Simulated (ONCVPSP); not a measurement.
Transferability test, ONCV potential for Rb (Z = 37)

* Element: Rb
* Generator: ONCVPSP 4.0.1
* Type: optimised norm-conserving Vanderbilt (ONCV)
* Functional: LDA (Perdew-Wang 92)
* Relativity: non-relativistic
* Frozen core: [Kr]
* Valence charge: 1
* Reference configuration: 4d0.5 5s0.5
* Partial waves: 5s: rc 4.00 bohr, ncon 4, nbas 9, qcut 1.5 1/bohr, 1 projector; p scattering state at 0.15 Ha: rc 3.55 bohr, ncon 4, nbas 9, qcut 2.1 1/bohr, 2 projectors, debl 3.6 Ha; 4d: rc 4.00 bohr, ncon 4, nbas 8, qcut 2.4 1/bohr, 2 projectors, debl 0.9 Ha
* Local potential: polynomial inside 3.30 bohr (lpopt 5, dvloc0 4 Ha)
* Core correction: Teter function, fcfact 3.75, rcfact 1.45

Energies are relative to the spin-unpolarised reference configuration 4d0.5 5s0.5; without spin polarisation the order of configurations can differ from experiment.

Task: Give the all-electron excitation energy and the error of the potential for: 4d0 5s1; 4d0 5s0.5; 4d0 5s0 5p1; 4d1 5s0.

Result:

```tsv
valence configuration	charge	ΔE all-electron (eV)	error AE − PS (meV)
4d0 5s1	0	-1.106	-1.1
4d0 5s0.5	+0.5	0.524	+2.1
4d0 5s0 5p1	0	0.438	+33
4d1 5s0	0	1.099	-0.1
```
